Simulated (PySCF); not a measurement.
# Adding and removing an electron: PbBr

PBE0; Pb def2-SVP with ECP60, Br def2-SVP; scalar-relativistic core potentials (PySCF 2.14). Neutral (UKS): doublet (π ↑), Re = 2.632 Å, ωe = 215 cm⁻¹, De = 3.38 eV, HOMO -4.80 eV, LUMO -3.11 eV.

PbBr⁺ (UKS): singlet (closed shell), Re = 2.517 Å, ωe = 261 cm⁻¹. The energies at the minima are -2766.45630 hartree for PbBr and -2766.20641 for PbBr⁺.

Question: Work out the adiabatic ionisation energy, without and with harmonic zero-point energies (1 hartree = 27.2114 eV, 1 eV = 8065.5 cm⁻¹), and the change of the bond length.

Answer: At PBE0: 0.24989 hartree = 6.800 eV between the minima; the zero-point term (261.0 − 215.0)/2 cm⁻¹ = +0.003 eV makes it 6.803 eV. Re changes by -11.5 pm against the neutral. The electron leaves a π orbital; in so polar a molecule the change of length follows mostly from the change of the ionic charges.

Spin–orbit coupling is left out, which matters for elements this heavy, above all for dissociation energies. States were picked by a PBE0 search and need not be the measured ground states.
